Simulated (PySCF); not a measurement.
# SiHg and its ions

UHF-CCSD(T); Si def2-SVP, Hg def2-SVP with ECP60; scalar-relativistic core potentials (PySCF 2.14). Neutral (UHF): triplet (π ↑↑), Re = 2.674 Å, ωe = 154 cm⁻¹, De = 0.30 eV.

SiHg⁺ (UHF): doublet (π ↑), Re = 2.657 Å, ωe = 201 cm⁻¹, De = 1.06 eV to Si⁺ + Hg. The energies at the minima are -441.72831 hartree for SiHg and -441.46648 for SiHg⁺.

Task: Work out the adiabatic ionisation energy, without and with harmonic zero-point energies (1 hartree = 27.2114 eV, 1 eV = 8065.5 cm⁻¹), and the change of the bond length.

Result: At UHF-CCSD(T): 0.26183 hartree = 7.125 eV between the minima; the zero-point term (201.0 − 154.0)/2 cm⁻¹ = +0.003 eV makes it 7.128 eV. Re changes by -1.7 pm against the neutral. The electron leaves a π orbital, and the small change of length marks it as nearly non-bonding.

Correlated steps freeze 5 core orbitals. Weak bonds: SiHg. Basis-set superposition, not corrected here, can be much of De in a small basis, most of all at correlated wavefunction levels. These are scalar-relativistic numbers at best; spin–orbit coupling would shift them, the dissociation energy most. For an ion De counts to the pair picked by the measured ionisation energies or electron affinities, which need not be the lowest pair at this level. States were picked by a PBE0 search and need not be the measured ground states.
